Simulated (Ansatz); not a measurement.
Input for Ansatz (a program for electronic structure): U-wB97X-V/cc-pV(T+d)Z on C3H10O3Si (SMILES CC(C)[Si](O)(O)O), a point of a bond scan (R = 1.494 Å). Files ending in .json are basis or fitting sets from the Basis Set Exchange.

Ansatz 0.2 input:
```yaml
crystal:
  periodic: [false, false, false]
  atoms:
    - {symbol: C, position_ang: [-0.83539978, 1.63464388, -0.69955671]}
    - {symbol: C, position_ang: [-0.84109760, 0.23674193, -0.06419256]}
    - {symbol: C, position_ang: [-1.49406310, -0.79018600, -1.00063640]}
    - {symbol: Si, position_ang: [0.52681883, -0.18801892, 0.36023218]}
    - {symbol: O, position_ang: [1.40812049, -0.25850565, -1.03393651]}
    - {symbol: O, position_ang: [1.20311931, 0.82449385, 1.46411534]}
    - {symbol: O, position_ang: [0.53735498, -1.62106473, 1.16478110]}
    - {symbol: H, position_ang: [-0.22735908, 1.65092896, -1.60643140]}
    - {symbol: H, position_ang: [-0.44163187, 2.39181059, -0.01724556]}
    - {symbol: H, position_ang: [-1.84838026, 1.94155680, -0.97364144]}
    - {symbol: H, position_ang: [-1.43240121, 0.28276388, 0.85799567]}
    - {symbol: H, position_ang: [-2.50650711, -0.47986824, -1.27288819]}
    - {symbol: H, position_ang: [-0.92122129, -0.89907736, -1.92388401]}
    - {symbol: H, position_ang: [-1.57169644, -1.77554609, -0.53500439]}
    - {symbol: H, position_ang: [2.33268046, -0.51107005, -0.96443310]}
    - {symbol: H, position_ang: [1.36027611, 1.73132240, 1.19311051]}
    - {symbol: H, position_ang: [0.26485923, -2.40189813, 0.67846066]}
basis:
  gaussian:
    orbitals: cc-pV_T+d_Z.json
hamiltonian:
  xc: {name: wB97X-V}
magnetization: {spin_polarized: true, initial_magnetization: 0}
```

The head of its log:

```
WARN ansatz: RAYON_NUM_THREADS=4 ignored (pool sized by the plan → 4); use --threads N
Functional definition: wB97X-V
integrals: 0.63 GiB planned
1910 factors; their error is unknown
integrals: 0.67 GiB planned
460 factors; integrals over basis functions are off by at most 5.2e-6 eV
mean field: 6.27 GiB planned
mean field evaluation 1: about -17283.8476 eV, gradient 5.8e1 eV
mean field evaluation 2: about -17286.1033 eV, gradient 5.4e1 eV
```

Question: What total energy does the run end on?

Answer: -635.5840 hartree.
